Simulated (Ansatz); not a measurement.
Calculated with Ansatz (gas phase, PBE0-D4/def2-TZVP geometries, no zero-point term in ΔE). CCSD(T)/CBS is the MP2 limit (def2-TZVPP, def2-QZVPP) plus CCSD(T) − MP2 in def2-TZVPP, frozen cores. DFT in def2-TZVPP. B3LYP here is the variant with VWN-RPA as its local correlation; programs differ in this. For Se outer-core shells are correlated without core-valence functions, which leaves a few kJ/mol of doubt a bond. Scalar relativity is left out up to krypton. Each species was taken in one conformer, which may not be the lowest.

Reaction (ligand exchange at the Si–N bond): `OC(F)(F)N[SiH3]` + `O[SiH](F)[SeH]` → `F[SiH]([SeH])O[SiH3]` + `NC(O)(F)F`

Is it downhill or uphill in electronic energy at CCSD(T)/CBS, and by how much? (Best estimate.)

Ansatz gave: Downhill: ΔE = -12.9 kcal/mol.

What do these levels give: PBE-D4, B3LYP-D4, ωB97M-V, B2PLYP, SCS-MP2/def2-TZVPP, CCSD/CBS(def2)? (An estimate is asked.)

Computed: PBE-D4 -10.5, B3LYP-D4 -12.7, ωB97M-V -12.0, B2PLYP -12.7, SCS-MP2/def2-TZVPP -13.3, CCSD/CBS(def2) -13.4 kcal/mol.

Largest T1 diagnostic among the species: 0.011.

In def2-TZVPP, CCSD(T) changes the Hartree–Fock value by +3.1 kcal/mol (the triples alone add +0.5 kcal/mol) and MP2 by +3.4 kcal/mol. From PBE to PBE0 (25 % exact exchange), in def2-TZVPP and without D4, ΔE moves by −1.1 kcal/mol.
